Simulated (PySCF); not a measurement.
## Adding and removing an electron: GeF

UHF; PySCF, no relativity, basis sets Ge aug-pcseg-1, F aug-pcseg-1. Neutral (UHF): doublet (π ↑), Re = 1.770 Å, ωe = 671 cm⁻¹, De = 3.36 eV, HOMO -7.86 eV, LUMO -0.25 eV.

GeF⁻ (UHF): triplet (π ↑↑), Re = 1.867 Å, ωe = 515 cm⁻¹. The energies at the minima are -2174.51453 hartree for GeF and -2174.54364 for GeF⁻.

Work out the adiabatic electron affinity, without and with harmonic zero-point energies (1 hartree = 27.2114 eV, 1 eV = 8065.5 cm⁻¹), and the change of the bond length.

At UHF: 0.02911 hartree = 0.792 eV between the minima; the zero-point term (671.0 − 515.0)/2 cm⁻¹ = +0.010 eV makes it 0.802 eV. Re changes by +9.7 pm against the neutral. The electron enters a π orbital, and the longer bond of the ion fits an antibonding orbital, or a change in how ionic the bond is.

Spin–orbit coupling is left out. Hartree–Fock leaves out correlation, which carries a large part of most bond energies and some tenths to 1 eV of ionisation energies. States were picked by a PBE0 search and need not be the measured ground states.
